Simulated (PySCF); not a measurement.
Ligands exchanged one at a time, In OH-SH. Isolated molecules, 0 K electronic values unless said otherwise. One relaxed conformer stands for each flexible species; it need not be the lowest. Strings in code marks are SMILES.

The numbers are results of TPSSh-D3(BJ)/def2-TZVP // CAM-B3LYP-D3(BJ)/def2-TZVP in PySCF, not measurements. Excitations are Tamm–Dancoff values on a coarser integration grid. The basis has no diffuse functions, so Rydberg states are missing or too high.

```tsv
species	S1 oscillator strength	S1 excitation (TDA) (eV)
1 of 3 OH replaced by SH (`[OH][In]([OH])[SH]`)	0.006	4.47
2 of 3 OH replaced by SH (`[OH][In]([SH])[SH]`)	(withheld)	4.39
3 of 3 OH replaced by SH	0.000	4.37
```

Task: Complete the blanks.

Result: 
- 2 of 3 OH replaced by SH (`[OH][In]([SH])[SH]`), S1 oscillator strength: 0.000
